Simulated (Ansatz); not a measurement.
Cost and result for the atomization energy of Cl$_{2}$H$_{4}$OSi$_{2}$ (`O[SiH2][SiH](Cl)Cl`) (9 atoms, 8 bonds).

| atom | x (Å) | y (Å) | z (Å) |
| --- | --- | --- | --- |
| O1 | 1.154 | 1.657 | -0.043 |
| Si2 | -0.004 | 0.784 | -0.822 |
| Si3 | -0.575 | -1.063 | 0.510 |
| Cl4 | -1.727 | -0.509 | 2.114 |
| Cl5 | 1.231 | -1.784 | 1.210 |
| H6 | 1.879 | 1.169 | 0.352 |
| H7 | 0.465 | 0.254 | -2.134 |
| H8 | -1.160 | 1.686 | -1.034 |
| H9 | -1.263 | -2.194 | -0.154 |

Charge 0, multiplicity 1. Geometry: relaxed with PBE0-D4/def2-TZVP. It is one conformer, not always the lowest. Program: Ansatz. All runs use 4 threads of an Intel Xeon 6975P-C on a shared host. Times are those of one run each, without the atoms' runs, and a repeat can differ threefold. Electronic energies, without spin–orbit coupling; frozen cores. CCSD(T)/CBS adds CCSD(T) − MP2 in def2-TZVPP to the MP2 limit, and its time is that of the two runs behind it. T1 = 0.011. B3LYP takes the VWN-RPA correlation (the form of Gaussian; ORCA's B3LYP/G).

CCSD(T)/CBS is a level of theory with its own doubt, some kJ/mol a heavy atom from the limit and from the frozen cores, so smaller differences don't rank the functionals.

```json
{"level": "PBE-D4/def2-TZVPP (with forces)", "functions": "255", "wall time": "1.9 s"}
{"level": "PBE0-D4/def2-TZVPP", "functions": "255", "wall time": "2.4 s"}
{"level": "r2SCAN-D4/def2-TZVPP (with forces)", "functions": "255", "wall time": "2.8 s"}
{"level": "B2PLYP/def2-TZVPP", "functions": "255", "wall time": "3.5 s"}
{"level": "B3LYP-D4/def2-TZVPP (with forces)", "functions": "255", "wall time": "3.6 s"}
{"level": "ωB97X-V/def2-TZVPP", "functions": "255", "wall time": "5.5 s"}
{"level": "ωB97M-V/def2-TZVPP (with forces)", "functions": "255", "wall time": "7.5 s"}
{"level": "MP2/def2-QZVPP", "functions": "457", "wall time": "14 s"}
{"level": "CCSD(T)/def2-TZVPP", "functions": "255", "wall time": "43 s"}
{"level": "CCSD(T)/CBS(def2)", "functions": "–", "wall time": "57 s"}
```

**Question.** What atomization energy does each give, and how far from CCSD(T)/CBS? (Estimate.)

**Answer.** Computed: 
| level | atomization (kcal/mol) | difference from CCSD(T)/CBS | per bond |
| --- | --- | --- | --- |
| PBE-D4/def2-TZVPP (with forces) | 704.3 | -1.0 | -0.1 |
| PBE0-D4/def2-TZVPP | 695.9 | -9.4 | -1.2 |
| r2SCAN-D4/def2-TZVPP (with forces) | 704.9 | -0.4 | -0.1 |
| B2PLYP/def2-TZVPP | 688.5 | -16.8 | -2.1 |
| B3LYP-D4/def2-TZVPP (with forces) | 695.4 | -9.9 | -1.2 |
| ωB97X-V/def2-TZVPP | 707.5 | 2.2 | 0.3 |
| ωB97M-V/def2-TZVPP (with forces) | 704.7 | -0.6 | -0.1 |
| MP2/def2-QZVPP | 710.1 | 4.8 | 0.6 |
| CCSD(T)/def2-TZVPP | 680.8 | -24.5 | -3.1 |
| CCSD(T)/CBS(def2) | 705.3 | 0.0 | 0.0 |

From PBE to PBE0 (25 % exact exchange), in def2-TZVPP and without D4, the atomization energy moves by −7.5 kcal/mol: exact exchange takes away binding that semilocal exchange gives to molecules. The D4 term adds +10.7 kcal/mol with B3LYP and +5.6 kcal/mol with PBE0; it sums over pairs of atoms, weighted by their polarisabilities, and B3LYP, whose exchange is more repulsive, gets the larger term. In def2-TZVPP, CCSD(T) changes the Hartree–Fock value by +164.6 kcal/mol (the triples alone add +10.7 kcal/mol) and MP2 by +179.3 kcal/mol; breaking electron pairs costs correlation energy, which Hartree–Fock lacks.
